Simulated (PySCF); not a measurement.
Species: C₄H₅Br.
Numbering: `[CH3:1][C@H:2]1[CH:3]=[C:4]1[Br:5]` (hydrogens: H6, H7, H8 on C1; H9 on C2; H10 on C3)

Geometry (PBE0-D3(BJ)/def2-SVP, Å), atoms numbered from 1 in this order:
```xyz
10
C4H5Br angstrom
C     -1.1659   -0.6008   -0.1172
C     -0.1445    0.4333    0.2918
C      1.2621    0.0502    0.7290
C      1.1406    0.6057   -0.4363
Br     1.9233    1.1880   -1.9960
H     -1.8658   -0.1901   -0.8630
H     -1.7644   -0.9314    0.7471
H     -0.6798   -1.4855   -0.5560
H     -0.5910    1.3321    0.7518
H      1.8608   -0.4061    1.5120
```

IAO charges (e) from the PBE0/pcSseg-1 density (PySCF), one withheld:

| atom | bonded to | charge |
| --- | --- | --- |
| C1 | C2 H6 H7 H8 | ? |
| C2 | C1 C3 C4 H9 | -0.0870 |
| C3 | C2 C4 H10 | -0.1693 |
| C4 | C3 Br5 C2 | -0.1135 |
| Br5 | C4 | +0.0839 |
| H6 | C1 | +0.1434 |
| H7 | C1 | +0.1411 |
| H8 | C1 | +0.1392 |
| H9 | C2 | +0.1158 |
| H10 | C3 | +0.1746 |

(1) What is the charge on C1?

(2) Add each hydrogen's charge to the atom that carries it.

(3) Across which bond do the charges differ most?

(4) Take the bonds between elements whose Pauling electronegativities differ by more than 0.25. In how many does the more electronegative atom carry the lower charge?

(5) How much positive and how much negative charge does this set hold in all?

Results:

(1) The charges add up to the total charge, 0. The others sum to +0.4282, which leaves -0.4282 e for C1 (methyl carbon); the computed value is -0.4283, the difference coming from rounding.

(2) C1 -0.0046, C2 +0.0288, C3 +0.0053. Atoms without hydrogen keep their charges.

(3) H6–C1: +0.1434 on H6 against -0.4283 on C1, a difference of 0.5717 e (C1–H7 within 0.003 e of it). The lower charge is on the more electronegative element of the two (Pauling values: C 2.55, H 2.20).

(4) In 5 of 6; it doesn't in C4–Br5.

(5) +0.7980 e on 6 atoms and -0.7981 e on 4.

The IAO scheme projects the occupied orbitals on a minimal set of polarised atomic orbitals and counts the electrons in each atom's part of it. Geometry: PBE0-D3(BJ)/def2-SVP; no solvent, vibrations or thermal averaging. The calculation is non-relativistic, for bromine too.
